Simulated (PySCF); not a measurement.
trisilane anion (H₈Si₃), SMILES [SiH3][SiH2][SiH3] (connectivity only; charge and spin as stated), charge -1, multiplicity 2.

Geometry: PBE-D3(BJ)/def2-SVPD. The multiplicity is an assumed one; no other spin state was optimised.

Calculation: PBE-D3(BJ)/def2-SVPD (PySCF 2.14.0).

Frequencies are harmonic and unscaled.

Computed normal modes with their intensities:
```csv
mode,ν (cm⁻¹),IR (km/mol),moving atoms (share of kinetic energy)
1,74,1.0,"Si 74 %, H 26 %"
2,106,0.4,"H 70 %, Si 30 %"
3,110,0.0,H 100 %
4,212,14.7,H 94 %
5,247,0.0,"Si 88 %, H 12 %"
6,250,184.4,"H 72 %, Si 28 %"
7,333,0.9,"Si 72 %, H 28 %"
8,339,0.0,H 93 %
9,463,15.9,"H 73 %, Si 27 %"
10,480,5.7,"H 75 %, Si 25 %"
11,714,587.0,"H 91 %, Si 9 %"
12,721,0.0,H 96 %
13,825,64.2,H 95 %
14,841,23.9,H 94 %
15,842,228.5,H 93 %
16,889,212.2,H 96 %
17,898,48.4,H 98 %
18,900,23.6,H 97 %
19,900,0.0,H 99 %
20,1838,1869.4,H 97 %
21,1870,67.9,H 97 %
22,2008,155.2,H 98 %
23,2018,49.1,H 96 %
24,2042,49.3,H 98 %
25,2046,173.8,H 98 %
26,2052,0.0,H 96 %
27,2057,472.9,H 96 %
```
